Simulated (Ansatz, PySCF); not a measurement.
System: C₂H₇Si, net charge -1, singlet state. SMILES: CC[SiH2-]
Geometry: optimised at B3LYP-D3(BJ)/def2-TZVP (Ansatz, a quantum-chemistry and plane-wave program).

Unscaled harmonic wavenumbers (cm⁻¹) in rising order, each level at the stationary point that it reaches from this structure (no distance between atoms moves by over 0.3 Å); the order of modes can differ between levels, and a negative number is imaginary. B3LYP-D3(BJ)/def2-TZVP (PySCF, at the structure above): 177, 240, 272, 546, 555, 745, 793, 942, 956, 975, 1028, 1215, 1262, 1383, 1452, 1484, 1491, 1848, 1862, 2905, 2963, 2985, 3027, 3061.

HF/3-21G (Ansatz): 169, 257, 296, 587, 609, 817, 873, 1004, 1048, 1077, 1117, 1361, 1404, 1546, 1636, 1674, 1675, 1850, 1883, 3096, 3139, 3160, 3201, 3235. Zero-point energy 52.5 against 48.8 kcal/mol; where all levels lie over 400 cm⁻¹, the wavenumbers are on average 1.084 times those of B3LYP-D3(BJ)/def2-TZVP.

B3LYP/6-31G* (Ansatz): 169, 249, 265, 540, 553, 748, 798, 963, 970, 990, 1047, 1245, 1282, 1415, 1492, 1520, 1527, 1860, 1868, 2914, 2972, 2997, 3045, 3082. Zero-point energy 49.3 against 48.8 kcal/mol; where all levels lie over 400 cm⁻¹, the wavenumbers are on average 1.011 times those of B3LYP-D3(BJ)/def2-TZVP.
